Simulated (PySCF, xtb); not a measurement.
Relaxing a trial structure of C2H2BO−

The starting geometry of this gas-phase singlet was built from a drawn formula by distance geometry and a force field; its bonds are those of `[O-][C@@H]1[BH-]=[C+]1`.

```xyz
6

C    -0.9743   -0.0945   -1.4242
C    -0.6235    0.4979   -0.2084
B    -2.0540    0.3792   -0.4525
O    -0.8041    0.7324   -2.5397
H    -0.7252   -1.1941   -1.5519
H    -3.1841    0.4572   -0.1109
```

Question: Predict what becomes of its bonds when it is optimised with r2SCAN-D4/def2-SVPD.

Answer: A bond breaks, leaving `B=C=C[O-]`. Distances that change by over a tenth: C1–O4 (1.40 → 1.25 Å). Contacts that open: C1–B3 (1.53 → 2.74 Å).

The energy falls by 3.66 eV over 23 steps:

| step | E − E(last) (eV) |
| --- | --- |
| 1 | 3.657 |
| 3 | 1.531 |
| 6 | 0.904 |
| 8 | 0.508 |
| 11 | 0.021 |
| 13 | 0.008 |
| 16 | 0.001 |
| 18 | 0.000 |
| 21 | 0.000 |
| 23 | 0.000 |

Final geometry (Å):

```yaml
atoms:
  - { symbol: C, position_ang: [-0.5128, -0.1535, -1.8878] }
  - { symbol: C, position_ang: [-1.4848, 0.2335, -0.9586] }
  - { symbol: B, position_ang: [-2.3931, 0.4866, -0.0045] }
  - { symbol: O, position_ang: [-0.1105, 0.4406, -2.9100] }
  - { symbol: H, position_ang: [-0.0317, -1.1559, -1.6620] }
  - { symbol: H, position_ang: [-3.2069, 0.7466, 0.8243] }
```

From the same start GFN2-xTB reaches the same bonding as this run.

The end wasn't checked by frequencies. Run with PySCF 2.14.0, 3.1 min on 2 threads of Arm Neoverse V1, on a shared host.
